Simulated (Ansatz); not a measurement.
A run for Ansatz (a first-principles code): R-CCSD(T)/aug-cc-pVDZ on C2H4O3 (a complex), monomers drawn apart or pushed together.

Ansatz 0.2 input:
```yaml
crystal:
  periodic: [false, false, false]
  atoms:
    - {symbol: O, position_ang: [0.09206067, -1.04048031, -0.02434827]}
    - {symbol: C, position_ang: [-0.03155531, 0.03655820, 0.38639047]}
    - {symbol: O, position_ang: [-0.15904639, 1.13147955, 0.74846678]}
    - {symbol: C, position_ang: [-0.08454947, 0.09586913, 4.45030639]}
    - {symbol: O, position_ang: [0.13610177, -0.82200947, 3.38569157]}
    - {symbol: H, position_ang: [-1.02767797, -0.10038593, 4.97047890]}
    - {symbol: H, position_ang: [-0.13554436, 1.08544526, 4.00020655]}
    - {symbol: H, position_ang: [0.73447739, 0.08272832, 5.17663529]}
    - {symbol: H, position_ang: [0.17543070, -1.71655900, 3.73704414]}
basis:
  gaussian:
    orbitals: aug-cc-pVDZ
magnetization: {spin_polarized: false}
correlation: {method: ccsd_t, electrons: outside_noble_gas}
scf: {lower_state_search: off}
```

Output:

```
WARN ansatz: RAYON_NUM_THREADS=1 ignored (pool sized by the plan → 1); use --threads N
Functional definition: HF
these checks for a lower state are left out or cut short: stability, starts, cluster_reference, orbital_swaps, neighbouring_geometries, increment
integrals: 0.43 GiB planned
1469 factors; integrals over basis functions are off by at most 6.9e-4 eV
mean field: 0.48 GiB planned
mean field evaluation 1: about -8233.3139 eV, gradient 4.7e1 eV
mean field evaluation 2: about -8233.4245 eV, gradient 4.7e1 eV
mean field evaluation 4: about -8237.6035 eV, gradient 3.6e0 eV
mean field evaluation 8: about -8237.6438 eV, gradient 2.6e-1 eV
mean field -8237.64403719 eV, -302.7278346911 hartree, gradient 2.8e-6 eV, S^2 0.000000; 0 other end points of the search recorded, 0 dependent functions left out
5 core orbitals not correlated
reference -8237.64403719 eV, -302.7278346911 hartree; 15, 15 occupied and 131, 131 virtual orbitals, 1469 factors
second order -23.58325026 eV of doubles, -0.00000000 eV of singles
coupled cluster: 1.33 GiB planned
cycle   1  -23.26298702 eV  change    3.2e-1 eV  update   1.3e-1
cycle   2  -23.93730180 eV  change   -6.7e-1 eV  update   4.2e-2
cycle   3  -24.11619622 eV  change   -1.8e-1 eV  update   1.9e-2
cycle   4  -24.10416075 eV  change    1.2e-2 eV  update   3.5e-3
cycle   5  -24.10234490 eV  change    1.8e-3 eV  update   1.2e-3
cycle   6  -24.10327392 eV  change   -9.3e-4 eV  update   3.3e-4
cycle   7  -24.10298344 eV  change    2.9e-4 eV  update   1.1e-4
cycle   8  -24.10292636 eV  change    5.7e-5 eV  update   3.5e-5
cycle   9  -24.10293769 eV  change   -1.1e-5 eV  update   1.3e-5
perturbative correction -0.85980464 eV, -0.0315972376 hartree
Total energy: -8262.60677952 eV, -303.6451985513 hartree
Checks for a lower state left out: stability, starts, cluster_reference, orbital_swaps, neighbouring_geometries, increment
```

Self-consistency was reached.

Cost: roughly 50 core-seconds.
